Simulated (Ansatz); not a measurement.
Correlation energies of CH2NOSi (`O=C=N[SiH2]`) radical by basis set

```xyz
6

O    -0.888   -1.173    2.385
C    -0.525   -0.697    1.386
N    -0.165   -0.237    0.343
Si    0.532    0.797   -0.821
H    -0.538    1.265   -1.740
H     1.584    0.045   -1.552
```

Charge 0, multiplicity 2. The geometry is a stationary point of PBE0-D4/def2-TZVP. Frozen core, unrestricted reference, Ansatz. CBS rows extrapolate triple and quadruple zeta; past MP2 they add the triple-zeta difference.

| basis | HF (Eh) | MP2 corr. | CCSD corr. | (T) | CCSD(T) total |
| --- | --- | --- | --- | --- | --- |
| def2-SVP | -457.05773 | -0.53550 | -0.55317 | -0.02113 | -457.63203 |
| def2-TZVPP | -457.36457 | -0.66358 | -0.67567 | -0.03245 | -458.07269 |
| def2-QZVPP | -457.38090 | -0.71275 | – | – | – |
| CBS(def2) | -457.38315 | -0.74917 | -0.76126 | as TZ | -458.17686 |
